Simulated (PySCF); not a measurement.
**sec-butyl acetate, C₆H₁₂O₂**

Geometry:
```tsv
atom	x (Å)	y (Å)	z (Å)
C1	-1.885	1.578	0.114
C2	-1.841	0.112	-0.282
C3	-0.603	-0.613	0.214
C4	-0.586	-2.090	-0.125
O5	0.526	0.034	-0.398
C6	1.696	-0.014	0.252
C7	2.767	0.704	-0.518
O8	1.852	-0.564	1.311
H9	-1.010	2.114	-0.282
H10	-2.788	2.071	-0.274
H11	-1.883	1.696	1.209
H12	-2.720	-0.420	0.117
H13	-1.888	0.010	-1.380
H14	-0.501	-0.490	1.305
H15	-1.451	-2.596	0.329
H16	0.327	-2.562	0.263
H17	-0.630	-2.238	-1.215
H18	2.466	1.746	-0.698
H19	2.896	0.229	-1.502
H20	3.708	0.672	0.042
```

Method: quadratic response CAM-B3LYP/aug-cc-pVDZ first hyperpolarisability, Taylor convention, gas phase (PySCF 2.14.0). Geometry: PBE0-D3(BJ)/def2-SVP.

Task: Give β for the processes computed.

Result: In 10⁻³⁰ esu, Taylor convention; the vector part is βᵢ = ⅓ Σⱼ (βᵢⱼⱼ + βⱼᵢⱼ + βⱼⱼᵢ); β∥ is 3/5 of the vector part along the dipole, the dipole points from − to +:
```tsv
process	λ (nm)	β vector norm	β∥	β HRS	depolarisation ratio
static β(0;0,0)	∞	0.32	-0.18	0.23	2.05
second harmonic β(−2ω;ω,ω)	1907	0.32	-0.18	0.24	2.04
Pockels β(−ω;ω,0)	1907	0.32	-0.18	–	–
second harmonic β(−2ω;ω,ω)	1064	0.34	-0.19	0.26	2.01
Pockels β(−ω;ω,0)	1064	0.32	-0.18	–	–
```

Task: Which lowest excitations, dipole and polarisabilities go with it?

Result: S1 5.93 eV (f = 0.001); S2 7.24 eV (f = 0.031); S3 7.85 eV (f = 0.032); dipole 2.05 D; isotropic α 82.2 au static, 82.4 au at 1907 nm, 82.7 au at 1064 nm, 82.9 au at 953.5 nm, 84.4 au at 532 nm.
